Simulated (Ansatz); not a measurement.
`CCB(O)OC` + H₂S → `CCB(O)S` + CH₃OH  (ligand exchange at a B–O bond)

Calculated with Ansatz (gas phase, PBE0-D4/def2-TZVP geometries, no zero-point term in ΔE). CCSD(T)/CBS is the MP2 limit (def2-TZVPP, def2-QZVPP) plus CCSD(T) − MP2 in def2-TZVPP, frozen cores. This one scheme is used for every species. Functionals use def2-TZVPP. One conformer a species, not always the lowest.

`CCB(O)OC`:

Z-matrix (Å, degrees):
```
C
C 1 1.523
H 1 1.092 2 111.1
H 1 1.092 2 111.1 3 -118.8
H 1 1.093 2 111.7 3 120.6
B 2 1.573 1 115.3 3 59.5
H 2 1.099 1 110.1 3 -177.6
H 2 1.098 1 110.1 3 -63.4
O 6 1.369 2 123.7 1 -179.8
O 6 1.364 2 119.8 1 0.3
C 9 1.408 6 121.9 2 -0.0
H 10 0.962 6 111.5 2 180.0
H 11 1.090 9 107.9 6 179.9
H 11 1.094 9 111.6 6 -60.9
H 11 1.094 9 111.6 6 60.7
```

H₂S:

Cartesian coordinates in Å:
```
S 0.184 0.456 -0.377
H -0.416 0.427 0.822
H 0.232 -0.883 -0.445
```

`CCB(O)S`:

Cartesian coordinates in Å:
```
C 0.732 0.794 1.240
C -0.439 0.390 0.352
B -0.086 -0.612 -0.803
O 1.195 -1.042 -0.944
S -1.343 -1.229 -1.980
H 1.178 -0.076 1.726
H 0.420 1.491 2.021
H 1.522 1.274 0.658
H -1.239 -0.055 0.957
H -0.900 1.279 -0.097
H 1.343 -1.653 -1.670
H -2.383 -0.559 -1.461
```

CH₃OH:

```xyz
6

C    -0.089    0.079    0.336
O     0.583    0.219   -0.895
H     0.264    0.880    0.986
H     0.130   -0.878    0.825
H    -1.177    0.179    0.232
H     0.289   -0.478   -1.484
```

| species | ωB97X-V energy (Eh) |
| --- | --- |
| `CCB(O)OC` | -295.17246 |
| H₂S | -399.34253 |
| `CCB(O)S` | -578.75724 |
| CH₃OH | -115.73250 |

Q: Work out ΔE.

A: ΔE = (-578.75724) + (-115.73250) − (-295.17246) − (-399.34253) = 0.02525 Eh = +15.8 kcal/mol. CCSD(T)/CBS gives +15.5 kcal/mol.

Largest T1 diagnostic among the species: 0.012.

In def2-TZVPP, CCSD(T) changes the Hartree–Fock value by −2.0 kcal/mol (the triples alone add −0.5 kcal/mol) and MP2 by −3.1 kcal/mol.
